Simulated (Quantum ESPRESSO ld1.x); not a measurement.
Task: The table gives one normalised radial function P(r) = r R(r) (large component) of La15+ in [Kr] 4d5 5s1 (r in bohr). All-electron calculation, Dirac Kohn-Sham, BLYP, spin-unpolarised, spherical densities, point nucleus; open shells are shared between the two j in proportion to 2j + 1. Program: ld1.x of Quantum ESPRESSO 7.5.

r,P
0.0008805,0.0009
0.001146,0.0016
0.001505,0.0026
0.00196,0.0044
0.002572,0.0073
0.003349,0.0120
0.004396,0.0198
0.005724,0.0319
0.007454,0.0509
0.009784,0.0810
0.01274,0.1246
0.01672,0.1886
0.02177,0.2720
0.02858,0.3768
0.03721,0.4822
0.04846,0.5587
0.06361,0.5506
0.08282,0.3940
0.1087,0.0451
0.1416,-0.4112
0.1858,-0.7875
0.2419,-0.7736
0.315,-0.2321
0.4135,0.6634
0.5385,1.3324
0.7068,1.3742
0.9203,0.8925
1.208,0.3533
1.573,0.0828
2.048,0.0099
2.688,0.0004
3.501,0.0000

Which n and l does it have? It may be an empty orbital.

Result: n = 4, l = 1: the number of nodes gives n - l - 1 = 2, the rise at small r points to l (this Dirac orbital starts as r^gamma with gamma = sqrt((l + 1)^2 - (Z/c)^2) = 1.96; the j = 3/2 orbital of l + 1 starts with the same power, but with a smaller coefficient, and then steepens), and the extent must fit the shell. The curve is that of 4p3/2; the two j differ most near the nucleus, where j = l - 1/2 has the larger amplitude, and in heavy atoms j = l - 1/2 is also the more compact. 4p3/2: eigenvalue -486.73 eV, 2 radial nodes at r = 0.112, 0.340 bohr, <r> = 0.664 bohr, 90 % of the charge inside 0.955 bohr.
